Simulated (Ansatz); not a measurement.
Ansatz (a first-principles code) input (r2SCAN/def2-TZVP):

Ansatz 0.2 input:
```yaml
crystal:
  periodic: [false, false, false]
  atoms:
    - {symbol: Pb, position_ang: [-0.00000000, -0.00000000, -0.37640212]}
    - {symbol: S, position_ang: [0.00000000, 0.00000000, 1.92906087]}
basis:
  gaussian:
    orbitals: def2-TZVP
hamiltonian:
  xc: {name: r2SCAN}
relax: {f_tol: 0.003, max_steps: 100}
```

End of the output:

```
the calculation of the forces begins
reference -16086.92761089 eV, -591.1836855890 hartree; 19, 19 occupied and 68, 68 virtual orbitals, 643 factors
relax step   1: F+E_penalty+E_count = -16086.92760075 eV  Δ(F+E_penalty+E_count) = +0.000e0 eV  max|allowed force component| = 2.383e-1 eV/Å  Δτ_max = 0.0000 Å  (31 SCF iters, accepted)
these checks for a lower state are left out or cut short: starts, cluster_reference, orbital_swaps, neighbouring_geometries, increment
integrals: 0.02 GiB planned
643 factors; their error is unknown
mean field: 0.20 GiB planned
mean field -16086.92868337 eV, -591.1837250020 hartree, gradient 2.6e-5 eV, S^2 0.000000; 0 other end points of the search recorded, 0 dependent functions left out
the calculation of the forces begins
reference -16086.92869352 eV, -591.1837253750 hartree; 19, 19 occupied and 68, 68 virtual orbitals, 643 factors
relax step   2: F+E_penalty+E_count = -16086.92868337 eV  Δ(F+E_penalty+E_count) = -1.083e-3 eV  max|allowed force component| = 1.239e-1 eV/Å  Δτ_max = 0.0091 Å  (33 SCF iters, accepted)
these checks for a lower state are left out or cut short: starts, cluster_reference, orbital_swaps, neighbouring_geometries, increment
integrals: 0.02 GiB planned
643 factors; their error is unknown
mean field: 0.20 GiB planned
mean field evaluation 32: about -16086.9291 eV, gradient 2.5e-5 eV
mean field -16086.92906092 eV, -591.1837388767 hartree, gradient 2.5e-5 eV, S^2 0.000000; 0 other end points of the search recorded, 0 dependent functions left out
the calculation of the forces begins
reference -16086.92907107 eV, -591.1837392496 hartree; 19, 19 occupied and 68, 68 virtual orbitals, 643 factors
relax step   3: F+E_penalty+E_count = -16086.92906092 eV  Δ(F+E_penalty+E_count) = -3.776e-4 eV  max|allowed force component| = 8.431e-4 eV/Å  Δτ_max = 0.0030 Å  (33 SCF iters, accepted)
integrals: 0.02 GiB planned
643 factors; their error is unknown
mean field: 0.20 GiB planned
mean field -16086.92906092 eV, -591.1837388767 hartree, gradient 2.4e-5 eV, S^2 0.000000; 1 other end points of the search recorded, 0 dependent functions left out
the calculation of the forces begins
reference -16086.92907107 eV, -591.1837392496 hartree; 19, 19 occupied and 68, 68 virtual orbitals, 643 factors
Total energy: -16086.92907107 eV, -591.1837392496 hartree
Atom 0 at     0.000000     0.000000    -0.370298 Å, force     0.000000     0.000000    -0.000843 eV/Å
Atom 1 at    -0.000000    -0.000000     1.922957 Å, force    -0.000000    -0.000000     0.000843 eV/Å
Dipole moment:    -0.000000     0.000000    -0.837996 e Å
```
